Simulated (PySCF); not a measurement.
Species: C₂H₇BN₂.
Atom-mapped SMILES: `[CH3:1][C:2]#[N+:3][BH2-:4][NH2:5]` (hydrogens: H6, H7, H8 on C1; H9, H10 on B4; H11, H12 on N5)
Bond orders are those of one Lewis drawing.

Computed by this run: PBE0-D3(BJ)/def2-SVP geometry optimisation, gas phase (PySCF); density fitting, grid level 1; the optimiser is geomeTRIC in internal coordinates, started from a GFN2-xTB structure with every atom displaced at random (about 0.01 Å).

Step 0: E = -5832.7249 eV
```
atom  x, y, z in Å  |  force x, y, z in eV/Å
C1      2.3235    0.3410    0.1698   -1.092   1.350  -0.170
C2      0.9595   -0.0873    0.4149   -0.752  -0.700   0.509
N3     -0.1351   -0.4358    0.5963    2.893   0.848  -0.349
B4     -1.6176   -0.6072    0.4267   -1.413   0.584  -0.380
N5     -2.0058    0.1876   -0.7771   -0.730   0.610   1.123
H6      2.2771    1.2449   -0.4892    0.130  -0.469   0.305
H7      2.7955    0.6324    1.1058    0.242   0.038   0.333
H8      2.8895   -0.4213   -0.3221    0.574  -0.814  -0.448
H9     -1.7877   -1.7746    0.2924   -0.149  -0.972   0.001
H10    -2.1049   -0.1809    1.4521   -0.146   0.032   0.373
H11    -1.6544   -0.1233   -1.6465    0.465  -0.350  -1.177
H12    -1.9000    1.1964   -0.6880   -0.024  -0.156  -0.121
```

Question: Estimate the geometry and energy of step 1. (The exact step hangs on the optimiser's Hessian estimate; all steps are aligned on step 0, rigid shifts and turns removed.)

Answer: E = -5832.9342 eV, largest force 0.777 eV/Å
```
atom  x, y, z in Å  |  force x, y, z in eV/Å
C1      2.3876    0.3455    0.1958   -0.256   0.417  -0.122
C2      1.0158   -0.0675    0.4038    0.102  -0.188   0.160
N3     -0.0829   -0.3857    0.5469    0.541   0.229  -0.173
B4     -1.6452   -0.5900    0.4070   -0.707   0.211  -0.243
N5     -2.1194    0.1745   -0.7799   -0.010  -0.001   0.233
H6      2.3886    1.2474   -0.4442    0.046  -0.146   0.073
H7      2.8535    0.6076    1.1528    0.088  -0.049   0.099
H8      2.9609   -0.4414   -0.3026    0.099  -0.163  -0.029
H9     -1.7819   -1.7901    0.2948    0.062  -0.341   0.036
H10    -2.0942   -0.1713    1.4625    0.033   0.021   0.188
H11    -1.7925   -0.1419   -1.6833    0.023   0.000  -0.149
H12    -2.0508    1.1848   -0.7185   -0.021   0.009  -0.072
```

The energy changes by -0.2093 eV. The first-order estimate −F·Δx gives -0.3246 eV and the mean of the old and new forces, exact on a quadratic surface, -0.2142 eV. The step makes an angle of 78° with the force vector and moves no atom by more than 0.154 Å.

What follows is the cost of the whole optimisation. Hardware: one thread of an Arm Neoverse N1, no GPU, on a shared host. Cost: 83 s wall, 0.42 GiB resident at most.
